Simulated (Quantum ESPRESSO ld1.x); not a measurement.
The nuclear charge of the praseodymium ion Pr+ is varied continuously with 58 electrons held in [Xe] 4f3 6s1. All-electron calculation, Dirac Kohn-Sham, LDA (Slater exchange, Perdew-Zunger correlation), spin-unpolarised, spherical densities, point nucleus; open shells are shared between the two j in proportion to 2j + 1. Program: ld1.x of Quantum ESPRESSO 7.5. By the Hellmann-Feynman theorem dE/dZ = E(electron-nucleus)/Z, the electronic potential at the nucleus.

Z     E (hartree)  E(electron-nucleus)/Z (hartree)   HOMO  e(HOMO) (eV)  <r> HOMO (bohr)
58.5     -9045.89                         -377.200  4f7/2        -1.532            1.477
58.6     -9083.65                         -378.143  4f7/2        -2.433            1.378
58.7     -9121.52                         -379.082  4f7/2        -3.472            1.310
58.8     -9159.47                         -380.018  4f7/2        -4.615            1.258
58.9     -9197.52                         -380.953  4f7/2        -5.843            1.217
59       -9235.66                         -381.886  4f7/2        -7.140            1.182
59.1     -9273.90                         -382.818  4f7/2        -8.497            1.152
59.2     -9312.22                         -383.750  6s1/2        -9.672            3.899
59.3     -9350.65                         -384.682  6s1/2       -10.368            3.838
59.4     -9389.16                         -385.613  6s1/2       -11.080            3.779
59.5     -9427.77                         -386.544  6s1/2       -11.807            3.724
59.6     -9466.47                         -387.475  6s1/2       -12.549            3.670
59.7     -9505.26                         -388.406  6s1/2       -13.305            3.619
59.8     -9544.15                         -389.337  6s1/2       -14.075            3.570
59.9     -9583.13                         -390.269  6s1/2       -14.859            3.522
60       -9622.21                         -391.200  6s1/2       -15.656            3.477

The central difference of E at Z = 59 is -381.886 hartree, to compare with the third column; the second derivative is -9.33 hartree.
